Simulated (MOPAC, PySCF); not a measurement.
C$_{2}$H$_{6}$N$_{2}$, SMILES `NCN=C`, neutral singlet in the gas phase. 

Cartesian coordinates (Å):
```xyz
10

C      1.7462     0.1944    -0.3693
N      0.8270    -0.3785     0.2714
C     -0.5350    -0.2342    -0.2035
N     -1.3462     0.2947     0.8858
H      1.5680     0.8071    -1.2623
H      2.7768     0.0899    -0.0356
H     -0.6098     0.4538    -1.0580
H     -0.8470    -1.2326    -0.5447
H     -2.3241     0.3146     0.6202
H     -1.2559    -0.3092     1.6960
```
Charge 0, multiplicity 1.

All levels are single points at this geometry (B3LYP-D3(BJ)/def2-TZVP); Pople sets use spherical d functions. Orbital energies aren't observables, and empty levels follow the basis.

B3LYP/3-21G in PySCF gives HOMO (eV) = -5.78.

Task: Estimate the HOMO (eV) from each of these levels: TPSSh-D3(BJ)/def2-TZVP in PySCF; B3LYP/6-311+G** in PySCF; B3LYP/6-31G* in PySCF; M06-2X/6-31G* in PySCF; PBE/6-31G* in PySCF; SVWN5/6-31G* in PySCF; HF/3-21G in PySCF; HF/6-31G* in PySCF; AM1 in MOPAC; PM3 in MOPAC; PM6 in MOPAC; PM7 in MOPAC.

Result: 
| level | HOMO (eV) |
|---|---|
| TPSSh-D3(BJ)/def2-TZVP in PySCF | -6.17 |
| B3LYP/6-311+G** in PySCF | -6.81 |
| B3LYP/6-31G* in PySCF | -6.32 |
| M06-2X/6-31G* in PySCF | -8.15 |
| PBE/6-31G* in PySCF | -4.99 |
| SVWN5/6-31G* in PySCF | -5.04 |
| HF/3-21G in PySCF | -10.28 |
| HF/6-31G* in PySCF | -10.52 |
| AM1 in MOPAC | -9.91 |
| PM3 in MOPAC | -9.47 |
| PM6 in MOPAC | -9.51 |
| PM7 in MOPAC | -9.67 |
